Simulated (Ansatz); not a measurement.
Cost and result for the atomization energy of CH₂GaNZn (`[CH]1=[N][GaH][Zn]1`) (6 atoms, 6 bonds).

Cartesian coordinates in Å:
```
C -0.485 1.140 0.341
N 0.487 0.599 -0.200
Ga 0.472 -1.384 -0.356
Zn -1.638 -0.569 0.789
H -0.593 2.221 0.486
H 1.756 -2.007 -1.061
```

Total charge 0; spin multiplicity 1. For Zn the d shell is correlated and the shells below it are frozen. Correlated methods include outer-core shells of Ga, which these sets cover unevenly. Scalar relativity is left out up to krypton. The geometry is a stationary point of PBE0-D4/def2-TZVP. Program: Ansatz. All runs use 4 threads of an AMD EPYC 7B13 on a shared host. Times are those of one run each, without the atoms' runs, and a repeat can differ threefold. Electronic energies, without spin–orbit coupling; frozen cores. CCSD(T)/CBS adds CCSD(T) − MP2 in def2-TZVPP to the MP2 limit, and its time is that of the two runs behind it. T1 = 0.024; the RHF reference is unstable towards UHF. With those shells the extrapolation isn't a true limit. HSE06 is the plane-wave form, built on full-range PBE exchange.

CCSD(T)/CBS is a level of theory with its own doubt, some kJ/mol a heavy atom from the limit and from the frozen cores, so smaller differences don't rank the functionals.

```json
{"level": "LDA (SPW92)/def2-TZVPP", "functions": "202", "wall time": "1 s"}
{"level": "BLYP-D4/def2-TZVPP", "functions": "202", "wall time": "1.7 s"}
{"level": "HSE06-D4/def2-TZVPP", "functions": "202", "wall time": "2.7 s"}
{"level": "BHLYP-D4/def2-TZVPP", "functions": "202", "wall time": "2.9 s"}
{"level": "r2SCAN-D4/def2-TZVPP (with forces)", "functions": "202", "wall time": "3.4 s"}
{"level": "r2SCANh-D4/def2-TZVPP", "functions": "202", "wall time": "4 s"}
{"level": "PBE-QIDH/def2-TZVPP", "functions": "202", "wall time": "4.1 s"}
{"level": "CCSD(T)/def2-SVP", "functions": "101", "wall time": "5.5 s"}
{"level": "B97M-V/def2-TZVPP", "functions": "202", "wall time": "6 s"}
{"level": "ωB97M-V/def2-TZVPP (with forces)", "functions": "202", "wall time": "8.5 s"}
{"level": "MP2/def2-QZVPP", "functions": "363", "wall time": "19 s"}
{"level": "CCSD(T)/def2-TZVPP", "functions": "202", "wall time": "61 s"}
{"level": "CCSD(T)/CBS(def2)", "functions": "–", "wall time": "80 s"}
```

Problem. What atomization energy does each give, and how far from CCSD(T)/CBS? (Best estimate.)

Solution. Computed: 
```tsv
level	atomization (kJ/mol)	difference from CCSD(T)/CBS	per bond
LDA (SPW92)/def2-TZVPP	1988.2	354.4	59.1
BLYP-D4/def2-TZVPP	1663.7	29.9	5.0
HSE06-D4/def2-TZVPP	1654.3	20.5	3.4
BHLYP-D4/def2-TZVPP	1528.4	-105.4	-17.6
r2SCAN-D4/def2-TZVPP (with forces)	1668.7	34.9	5.8
r2SCANh-D4/def2-TZVPP	1639.5	5.7	1.0
PBE-QIDH/def2-TZVPP	1627.4	-6.4	-1.1
CCSD(T)/def2-SVP	1520.7	-113.1	-18.8
B97M-V/def2-TZVPP	1654.1	20.3	3.4
ωB97M-V/def2-TZVPP (with forces)	1622.9	-10.9	-1.8
MP2/def2-QZVPP	1674.2	40.4	6.7
CCSD(T)/def2-TZVPP	1584.3	-49.5	-8.2
CCSD(T)/CBS(def2)	1633.8	0.0	0.0
```

From BLYP to BHLYP (50 % exact exchange), in def2-TZVPP and without D4, the atomization energy moves by −124.7 kJ/mol: exact exchange takes away binding that semilocal exchange gives to molecules. Leaving LDA and LC-ωPBE aside and taking each functional with its dispersion term where it has one, the values, not all of them listed here, spread over 202.8 kJ/mol, from BHLYP-D4 to PBE-D4. LDA lies +271.6 kJ/mol from PBE without D4, its usual overbinding. In def2-TZVPP, CCSD(T) changes the Hartree–Fock value by +638.7 kJ/mol (the triples alone add +67.0 kJ/mol) and MP2 by +698.8 kJ/mol; breaking electron pairs costs correlation energy, which Hartree–Fock lacks.
